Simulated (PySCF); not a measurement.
The multiplicity is imposed and other spin states were not computed.

Z-matrix (Å, degrees):
```
C
O 1 1.3895
H 1 1.1105 2 107.91
H 1 1.1119 3 106.05 2 122.98
H 1 1.1119 3 106.05 4 114.04
Cd 2 2.0843 1 121.67 3 180.00
```
Charge 0, spin multiplicity 2.

Q: Predict the spin population on the central atom (Mulliken), dipole moment and total energy from TPSSh-D3(BJ)/def2-TZVP // r2SCAN-D4/def2-SVP (PySCF).

A: 
```json
{
  "spin population on the central atom (Mulliken)": "0.68",
  "dipole_moment": "1.67 D",
  "total_energy": "-282.8469 Ha"
}
```
